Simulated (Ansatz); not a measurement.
Geometry optimisation, RKS PBE-D4/def2-SVP in Ansatz 0.2.0.

input.yaml

```yaml
crystal:
  periodic: [false, false, false]
  atoms:
    - { symbol: Sn, position_ang: [-0.159879, 0.008469, 0.004265] }
    - { symbol: Cl, position_ang: [-0.431657, -0.209045, 2.382651] }
    - { symbol: O, position_ang: [1.79518, -0.085817, -0.435635] }
    - { symbol: H, position_ang: [2.038119, -1.026988, -0.547913] }
    - { symbol: H, position_ang: [-0.938377, 1.371165, -0.671235] }
    - { symbol: O, position_ang: [-0.910309, -1.711713, -0.69196] }
    - { symbol: H, position_ang: [-1.109185, -2.289601, 0.07307] }
    - { symbol: S, position_ang: [1.843433, 2.622557, 1.54212] }
    - { symbol: H, position_ang: [2.340656, 1.556928, 0.839343] }
    - { symbol: H, position_ang: [1.22942, 1.754645, 2.430494] }
basis:
  gaussian: { orbitals: def2-SVP }
hamiltonian:
  xc: pbe
  dispersion: d4
relax:
  f_tol: 0.03
  max_steps: 50
```

Launched with:

```bash
$ ansatz run input.yaml --threads 4 --pin off --max-ram 5120MiB --backend cpu --events-out ev --progress --plain --runs-dir out
```

**Question.** Where does it end, and by what steps?

**Answer.** The run converged. After 9 steps the energy has fallen by 0.073 eV; S8 moved furthest, 0.38 Å.

```
step  energy less start (eV)  largest force component (eV/Å)  accepted
   0                  0.0000                           0.434       yes
   1                 -0.0248                           0.337       yes
   2                 -0.0424                           0.237       yes
   3                 -0.0542                           0.371       yes
   4                 -0.0661                           0.145       yes
   5                 -0.0626                           0.297        no
   6                 -0.0705                           0.053       yes
   7                 -0.0712                           0.139       yes
   8                 -0.0726                           0.050       yes
   9                 -0.0731                           0.014       yes
```

```xyz
10
Properties=species:S:1:pos:R:3
Sn -0.123 0.106 0.104
Cl -0.589 -0.269 2.421
O 1.845 -0.106 -0.302
H 1.961 -1.020 -0.636
H -0.955 1.390 -0.666
O -0.774 -1.629 -0.679
H -1.035 -2.214 0.060
S 1.578 2.466 1.324
H 2.390 1.484 0.811
H 1.399 1.781 2.489
```

Whether the end is a true minimum wasn't checked by a vibrational analysis.

Run time: 41 s on 4 threads of AMD EPYC 7571 (shared host), peak memory 0.2 GiB.
